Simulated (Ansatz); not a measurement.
The same ligand exchange along the group F, Cl, Br.

Isolated molecules relaxed with PBE0-D4/def2-TZVP in Ansatz; ΔE leaves out vibrations. CBS: MP2 limit from def2 TZ/QZ plus the TZ coupled-cluster correction, frozen cores. This one scheme is used for every species. DFT in def2-TZVPP. For Br, Ge outer-core shells are correlated without core-valence functions, which leaves a few kJ/mol of doubt a bond. Scalar relativity is left out up to krypton. Each species was taken in one conformer, which may not be the lowest.

| reaction | ωB97M-V (eV) | PBE-D4 (eV) | HF/CBS(def2) (eV) | CCSD(T)/CBS(def2) (eV) |
| --- | --- | --- | --- | --- |
| `[F][Ge][SH]` + NH₃ → `[NH2][Ge][SH]` + H–F | 0.51 | 0.50 | 0.58 | 0.40 |
| `[SH][Ge][Cl]` + NH₃ → `[NH2][Ge][SH]` + HCl | 0.57 | 0.62 | 0.58 | 0.53 |
| `[SH][Ge][Br]` + NH₃ → `[NH2][Ge][SH]` + HBr | 0.65 | 0.73 | 0.67 | 0.64 |

Largest T1 diagnostic: 0.015, for `[F][Ge][SH]`.
